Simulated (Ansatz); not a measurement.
Relaxation of Si₄B⁻ with RKS PBE0-D4/def2-SVPD.

```sh
$ ansatz run in.yaml --threads 4 --pin off --events-out ev --progress --plain --max-ram 4787MiB
```

```yaml
crystal:
  periodic: [false, false, false]
  atoms:
    - {symbol: B, position_ang: [1.835750, 1.159940, 3.424410]}
    - {symbol: Si, position_ang: [-0.961160, -0.608090, -1.798560]}
    - {symbol: Si, position_ang: [0.053600, 0.023080, 0.051870]}
    - {symbol: Si, position_ang: [-1.962200, -1.212660, -3.567240]}
    - {symbol: Si, position_ang: [1.034020, 0.637730, 1.889530]}
basis:
  gaussian: {orbitals: def2-SVPD}
total_charge: -1
hamiltonian: {xc: pbe0, dispersion: d4}
scf: {lower_state_search: "off"}
output: {orbitals: {seedname: orbitals}}
relax: {f_tol: 0.02, max_steps: 100}
```

Run time 1.8 min (4 threads of Arm Neoverse N1 on a shared host).

Positions (Å) and forces (eV/Å) at steps 1, 2, 3, 4, 5, 6, 7, 8, 9, 10, 11, 12, 13, 14, 15, 16, 17, 18, 19, 20, 21, 22, 23, 24, 25, 26, 27, 28, 29, 30, 31, 32, 33, 34, 35, 36, 37, 38, 39, 40, 41, 42, 43, 44, 45, 46, 48 of 48:

```xyz
5
step=1 energy=-32155.9586 eV
B     1.836    1.160    3.424    1.422    0.931    2.731
Si   -0.961   -0.608   -1.799    0.080    0.049    0.144
Si    0.054    0.023    0.052    0.336    0.218    0.653
Si   -1.962   -1.213   -3.567    0.028    0.017    0.049
Si    1.034    0.638    1.890   -1.867   -1.215   -3.577
5
step=2 energy=-32156.1733 eV
B     1.844    1.167    3.445    0.661    0.440    1.283
Si   -0.955   -0.604   -1.787    0.007    0.002    0.007
Si    0.053    0.023    0.052    0.099    0.071    0.211
Si   -1.955   -1.208   -3.553    0.022    0.014    0.038
Si    1.013    0.621    1.843   -0.789   -0.527   -1.540
5
step=3 energy=-32156.2403 eV
B     1.861    1.182    3.485    0.074    0.059    0.160
Si   -0.957   -0.605   -1.792    0.012    0.003    0.010
Si    0.047    0.021    0.046   -0.030   -0.004   -0.019
Si   -1.955   -1.208   -3.553   -0.013   -0.007   -0.021
Si    1.005    0.610    1.814   -0.043   -0.051   -0.129
5
step=4 energy=-32156.2417 eV
B     1.859    1.188    3.492    0.044    0.055    0.136
Si   -0.953   -0.607   -1.797   -0.010   -0.016   -0.040
Si    0.029    0.025    0.052    0.012    0.033    0.081
Si   -1.958   -1.209   -3.560    0.023    0.018    0.049
Si    1.023    0.603    1.813   -0.070   -0.091   -0.227
5
step=5 energy=-32156.2511 eV
B     1.842    1.201    3.503   -0.070    0.014   -0.009
Si   -0.927   -0.615   -1.806   -0.037   -0.045   -0.117
Si   -0.019    0.039    0.071    0.027    0.068    0.161
Si   -1.966   -1.205   -3.557    0.040    0.036    0.098
Si    1.070    0.580    1.790    0.040   -0.074   -0.134
5
step=6 energy=-32156.2906 eV
B     1.722    1.254    3.538   -0.226   -0.048   -0.216
Si   -0.894   -0.625   -1.824   -0.057   -0.052   -0.136
Si   -0.063    0.050    0.097    0.285    0.189    0.539
Si   -2.014   -1.188   -3.550    0.143    0.097    0.278
Si    1.250    0.508    1.739   -0.145   -0.186   -0.464
5
step=7 energy=-32156.3605 eV
B     1.587    1.282    3.517   -0.289   -0.208   -0.576
Si   -0.860   -0.623   -1.810   -0.053   -0.029   -0.079
Si   -0.112    0.077    0.145    0.485    0.178    0.602
Si   -2.027   -1.167   -3.515    0.142    0.101    0.286
Si    1.412    0.430    1.663   -0.284   -0.041   -0.232
5
step=8 energy=-32156.4844 eV
B     1.410    1.283    3.425   -0.218   -0.193   -0.511
Si   -0.828   -0.613   -1.766   -0.079   -0.019   -0.074
Si   -0.076    0.091    0.183    0.396    0.105    0.407
Si   -2.041   -1.128   -3.443    0.102    0.079    0.221
Si    1.536    0.368    1.601   -0.201    0.028   -0.043
5
step=9 energy=-32156.5907 eV
B     1.248    1.272    3.316   -0.186   -0.122   -0.349
Si   -0.823   -0.593   -1.716   -0.051    0.018    0.014
Si   -0.014    0.095    0.214    0.170    0.027    0.130
Si   -2.043   -1.098   -3.381    0.032    0.047    0.118
Si    1.631    0.324    1.567    0.034    0.030    0.087
5
step=10 energy=-32156.6788 eV
B     1.089    1.262    3.209   -0.135   -0.140   -0.362
Si   -0.839   -0.566   -1.666   -0.021    0.051    0.097
Si    0.067    0.090    0.236    0.050   -0.020   -0.027
Si   -2.048   -1.073   -3.331    0.000    0.030    0.066
Si    1.732    0.287    1.553    0.107    0.079    0.226
5
step=11 energy=-32156.7663 eV
B     0.930    1.266    3.087   -0.067   -0.198   -0.418
Si   -0.871   -0.487   -1.624   -0.013    0.050    0.129
Si    0.169    0.009    0.257   -0.021    0.020   -0.090
Si   -2.056   -1.057   -3.283    0.005    0.017    0.060
Si    1.827    0.269    1.563    0.096    0.110    0.319
5
step=12 energy=-32156.8526 eV
B     0.800    1.230    2.951   -0.065   -0.152   -0.339
Si   -0.896   -0.445   -1.564   -0.030    0.072    0.145
Si    0.237    0.029    0.268    0.108   -0.010   -0.035
Si   -2.046   -1.051   -3.235    0.010    0.015    0.054
Si    1.905    0.237    1.579   -0.024    0.074    0.176
5
step=13 energy=-32156.9418 eV
B     0.674    1.197    2.808   -0.063   -0.134   -0.308
Si   -0.938   -0.395   -1.494   -0.036    0.086    0.165
Si    0.328    0.016    0.267    0.083   -0.027   -0.062
Si   -2.032   -1.038   -3.189    0.039    0.018    0.071
Si    1.968    0.221    1.608   -0.024    0.057    0.134
5
step=14 energy=-32157.0360 eV
B     0.561    1.156    2.654   -0.060   -0.128   -0.299
Si   -0.991   -0.340   -1.411   -0.039    0.102    0.194
Si    0.411    0.001    0.264    0.039   -0.036   -0.089
Si   -2.001   -1.027   -3.143    0.063    0.014    0.073
Si    2.020    0.210    1.636   -0.003    0.047    0.121
5
step=15 energy=-32157.1342 eV
B     0.473    1.103    2.490   -0.196   -0.038   -0.207
Si   -1.053   -0.278   -1.320   -0.038    0.102    0.200
Si    0.478   -0.015    0.261   -0.055   -0.036   -0.136
Si   -1.952   -1.018   -3.097    0.104    0.018    0.097
Si    2.055    0.208    1.666    0.185   -0.046    0.046
5
step=16 energy=-32157.2083 eV
B     0.359    1.065    2.336    0.487   -0.390   -0.489
Si   -1.129   -0.206   -1.213   -0.037    0.054    0.113
Si    0.530   -0.025    0.257   -0.205    0.009   -0.120
Si   -1.876   -1.014   -3.043    0.159    0.049    0.177
Si    2.115    0.180    1.663   -0.404    0.278    0.319
5
step=17 energy=-32157.3708 eV
B     0.337    0.987    2.159    0.521   -0.567   -0.813
Si   -1.210   -0.135   -1.116    0.095   -0.062   -0.065
Si    0.546   -0.028    0.250   -1.153    0.465    0.205
Si   -1.785   -1.013   -2.986    0.148    0.007    0.100
Si    2.113    0.188    1.692    0.389    0.157    0.572
5
step=18 energy=-32157.9746 eV
B     0.392    0.931    2.076    1.643   -1.089   -1.103
Si   -1.267   -0.108   -1.106    0.073   -0.316   -0.586
Si    0.408    0.064    0.352   -2.372    0.811    0.093
Si   -1.700   -1.045   -2.993    0.120    0.067    0.200
Si    2.167    0.157    1.672    0.536    0.526    1.397
5
step=19 energy=-32158.5450 eV
B     0.521    0.901    2.100    0.266   -0.362   -0.535
Si   -1.279   -0.129   -1.171    0.082   -0.182   -0.335
Si    0.251    0.152    0.425   -1.430    0.554    0.193
Si   -1.685   -1.078   -3.038    0.092    0.025    0.114
Si    2.191    0.155    1.684    0.990   -0.035    0.563
5
step=20 energy=-32158.7802 eV
B     0.591    0.879    2.106    0.511   -0.010    0.329
Si   -1.280   -0.144   -1.221    0.116    0.036    0.083
Si    0.092    0.236    0.498   -0.558   -0.002   -0.361
Si   -1.660   -1.103   -3.060    0.026   -0.093   -0.123
Si    2.257    0.131    1.677   -0.094    0.069    0.071
5
step=21 energy=-32158.8320 eV
B     0.671    0.875    2.175   -0.154   -0.195   -0.475
Si   -1.269   -0.125   -1.243   -0.005   -0.029   -0.084
Si   -0.062    0.323    0.577    0.230    0.132    0.429
Si   -1.585   -1.154   -3.072    0.070    0.067    0.179
Si    2.245    0.081    1.563   -0.141    0.025   -0.048
5
step=22 energy=-32158.8624 eV
B     0.657    0.799    2.166    0.004   -0.110   -0.107
Si   -1.282    0.047   -1.268   -0.153    0.244    0.061
Si   -0.121    0.310    0.591    0.197    0.091    0.265
Si   -1.466   -1.227   -2.930    0.011   -0.254   -0.236
Si    2.211    0.071    1.441   -0.058    0.029    0.017
5
step=23 energy=-32158.9075 eV
B     0.642    0.691    2.174    0.176   -0.074    0.017
Si   -1.341    0.227   -1.296   -0.182   -0.259   -0.542
Si   -0.147    0.339    0.576    0.026   -0.091   -0.068
Si   -1.352   -1.325   -2.806    0.086    0.360    0.507
Si    2.197    0.069    1.351   -0.106    0.064    0.085
5
step=24 energy=-32158.9766 eV
B     0.628    0.605    2.153   -0.071   -0.078   -0.125
Si   -1.413    0.367   -1.339   -0.033   -0.294   -0.361
Si   -0.163    0.324    0.531    0.037   -0.084   -0.042
Si   -1.248   -1.370   -2.653    0.070    0.441    0.546
Si    2.195    0.073    1.309   -0.004    0.015   -0.017
5
step=25 energy=-32159.0693 eV
B     0.597    0.534    2.111    0.021   -0.129   -0.114
Si   -1.461    0.478   -1.373   -0.006   -0.184   -0.226
Si   -0.176    0.289    0.475    0.003   -0.062   -0.119
Si   -1.152   -1.379   -2.485    0.085    0.341    0.472
Si    2.193    0.078    1.271   -0.103    0.034   -0.012
5
step=26 energy=-32159.1800 eV
B     0.571    0.459    2.070   -0.008   -0.145   -0.133
Si   -1.498    0.566   -1.404   -0.038   -0.105   -0.215
Si   -0.200    0.272    0.422    0.057   -0.095   -0.094
Si   -1.057   -1.376   -2.314    0.114    0.316    0.490
Si    2.183    0.079    1.227   -0.125    0.029   -0.047
5
step=27 energy=-32159.3206 eV
B     0.545    0.391    2.024   -0.047   -0.156   -0.120
Si   -1.530    0.641   -1.437   -0.060   -0.048   -0.204
Si   -0.222    0.248    0.368    0.053   -0.128   -0.135
Si   -0.963   -1.357   -2.139    0.155    0.319    0.547
Si    2.170    0.078    1.183   -0.100    0.013   -0.088
5
step=28 energy=-32159.4758 eV
B     0.516    0.331    1.978   -0.110   -0.159   -0.115
Si   -1.566    0.707   -1.469   -0.001   -0.149   -0.196
Si   -0.231    0.211    0.306   -0.057   -0.060   -0.092
Si   -0.876   -1.328   -1.964    0.128    0.388    0.520
Si    2.157    0.079    1.149    0.040   -0.019   -0.117
5
step=29 energy=-32159.6078 eV
B     0.498    0.266    1.941   -0.028   -0.119   -0.122
Si   -1.591    0.744   -1.515    0.006   -0.062   -0.092
Si   -0.267    0.212    0.271   -0.016   -0.056   -0.080
Si   -0.786   -1.288   -1.795    0.135    0.256    0.394
Si    2.146    0.067    1.098   -0.097   -0.019   -0.100
5
step=30 energy=-32159.6830 eV
B     0.490    0.212    1.927   -0.074   -0.066   -0.015
Si   -1.596    0.760   -1.557    0.059   -0.083    0.020
Si   -0.317    0.241    0.276   -0.069    0.184    0.081
Si   -0.669   -1.245   -1.639    0.032   -0.002    0.004
Si    2.091    0.032    0.993    0.052   -0.033   -0.089
5
step=31 energy=-32159.7303 eV
B     0.495    0.165    1.927   -0.009   -0.080   -0.100
Si   -1.605    0.728   -1.583    0.093    0.040    0.185
Si   -0.381    0.362    0.318   -0.139    0.216   -0.043
Si   -0.551   -1.219   -1.555    0.115   -0.163    0.009
Si    2.041   -0.036    0.892   -0.060   -0.013   -0.051
5
step=32 energy=-32159.8158 eV
B     0.488    0.105    1.905   -0.050   -0.129   -0.068
Si   -1.585    0.704   -1.585    0.025    0.089    0.086
Si   -0.452    0.488    0.358   -0.150    0.203   -0.037
Si   -0.416   -1.198   -1.443    0.205   -0.132    0.165
Si    1.964   -0.098    0.764   -0.030   -0.032   -0.146
5
step=33 energy=-32159.9712 eV
B     0.469   -0.001    1.867   -0.298   -0.018   -0.440
Si   -1.546    0.691   -1.587   -0.025   -0.069   -0.191
Si   -0.530    0.641    0.396    0.326   -0.195    0.371
Si   -0.284   -1.200   -1.299    0.255    0.375    0.580
Si    1.891   -0.132    0.622   -0.259   -0.092   -0.321
5
step=34 energy=-32160.1695 eV
B     0.442   -0.040    1.823   -0.051   -0.306   -0.023
Si   -1.534    0.669   -1.601    0.067    0.002    0.040
Si   -0.552    0.679    0.415   -0.317    0.545    0.048
Si   -0.173   -1.134   -1.153    0.362   -0.156    0.284
Si    1.818   -0.174    0.516   -0.061   -0.085   -0.348
5
step=35 energy=-32160.3499 eV
B     0.401   -0.133    1.752   -0.047   -0.278   -0.058
Si   -1.485    0.645   -1.589    0.074   -0.281   -0.169
Si   -0.607    0.808    0.460    0.064    0.176    0.086
Si   -0.049   -1.123   -0.998   -0.358    0.229    0.076
Si    1.740   -0.197    0.375    0.267    0.154    0.066
5
step=36 energy=-32160.3921 eV
B     0.349   -0.289    1.648    0.143    0.321   -0.372
Si   -1.458    0.607   -1.612   -0.023   -0.292   -0.060
Si   -0.582    0.897    0.462   -0.032    0.019    0.401
Si   -0.093   -1.103   -0.844   -0.073    0.236   -0.286
Si    1.784   -0.112    0.346   -0.015   -0.284    0.316
5
step=37 energy=-32160.4436 eV
B     0.336   -0.274    1.636    0.050    0.197   -0.468
Si   -1.530    0.554   -1.601    0.047   -0.052    0.065
Si   -0.570    0.939    0.458   -0.031   -0.067    0.205
Si   -0.063   -1.040   -0.896    0.070    0.057    0.060
Si    1.826   -0.180    0.403   -0.136   -0.135    0.138
5
step=38 energy=-32160.4781 eV
B     0.308   -0.288    1.556    0.126    0.095   -0.236
Si   -1.562    0.506   -1.580   -0.049   -0.008   -0.112
Si   -0.583    1.002    0.470   -0.042   -0.056    0.144
Si   -0.030   -0.988   -0.875   -0.007    0.055    0.079
Si    1.867   -0.232    0.429   -0.029   -0.087    0.124
5
step=39 energy=-32160.4964 eV
B     0.293   -0.307    1.401    0.399    0.260   -0.252
Si   -1.630    0.426   -1.590    0.138   -0.053    0.021
Si   -0.652    1.102    0.508   -0.011   -0.380   -0.007
Si    0.010   -0.870   -0.804   -0.214    0.270    0.007
Si    1.978   -0.351    0.485   -0.312   -0.097    0.231
5
step=40 energy=-32160.5667 eV
B     0.326   -0.282    1.315    0.633    0.274   -0.115
Si   -1.647    0.397   -1.610   -0.046    0.200   -0.040
Si   -0.726    1.107    0.524   -0.409   -0.198   -0.073
Si    0.009   -0.782   -0.747   -0.049   -0.051   -0.058
Si    2.039   -0.440    0.518   -0.129   -0.225    0.286
5
step=41 energy=-32160.7642 eV
B     0.404   -0.205    1.281    0.699    0.305   -0.742
Si   -1.651    0.441   -1.641   -0.053    0.187    0.207
Si   -0.862    1.060    0.521   -0.483   -0.283   -0.142
Si   -0.006   -0.763   -0.699    0.192    0.119    0.240
Si    2.116   -0.533    0.539   -0.355   -0.328    0.437
5
step=42 energy=-32161.0341 eV
B     0.467   -0.112    1.164    1.092    0.369   -0.143
Si   -1.701    0.435   -1.614   -0.284    0.233   -0.024
Si   -0.992    1.039    0.503   -0.452   -0.096    0.159
Si    0.031   -0.671   -0.671    0.641   -0.361   -0.286
Si    2.196   -0.691    0.619   -0.997   -0.144    0.295
5
step=43 energy=-32161.2048 eV
B     0.562    0.040    1.091    0.217    0.390    0.210
Si   -1.770    0.466   -1.602    0.339   -0.300    0.280
Si   -1.134    0.987    0.511    0.598   -0.488    0.099
Si    0.159   -0.644   -0.672   -0.425    0.259   -0.775
Si    2.182   -0.850    0.672   -0.729    0.140    0.186
5
step=44 energy=-32161.2900 eV
B     0.563    0.095    1.056    0.419   -0.083    0.171
Si   -1.775    0.416   -1.564    0.023   -0.001    0.207
Si   -1.087    0.970    0.555   -0.225   -0.209   -0.617
Si    0.188   -0.601   -0.770   -0.163    0.427    0.279
Si    2.110   -0.880    0.724   -0.055   -0.135   -0.040
5
step=45 energy=-32161.2984 eV
B     0.611    0.148    1.038    0.484   -0.159    0.311
Si   -1.847    0.333   -1.531    0.212    0.045    0.011
Si   -1.099    0.957    0.516   -0.125    0.038    0.103
Si    0.260   -0.429   -0.795   -0.063   -0.345   -0.329
Si    2.076   -1.009    0.772   -0.509    0.421   -0.096
5
step=46 energy=-32161.3316 eV
B     0.605    0.138    1.063    0.044   -0.069   -0.045
Si   -1.803    0.387   -1.555    0.044   -0.048    0.007
Si   -1.103    0.943    0.525   -0.008    0.048    0.045
Si    0.213   -0.521   -0.770    0.023    0.019    0.008
Si    2.088   -0.947    0.736   -0.103    0.050   -0.015
5
step=48 energy=-32161.3328 eV
B     0.605    0.137    1.062   -0.004    0.001   -0.001
Si   -1.798    0.375   -1.553    0.001   -0.001    0.000
Si   -1.103    0.950    0.529    0.002   -0.001   -0.001
Si    0.217   -0.511   -0.771    0.001    0.002    0.004
Si    2.080   -0.950    0.732   -0.001   -0.001   -0.003
```

The structure comes from a short search, and lower isomers may exist.
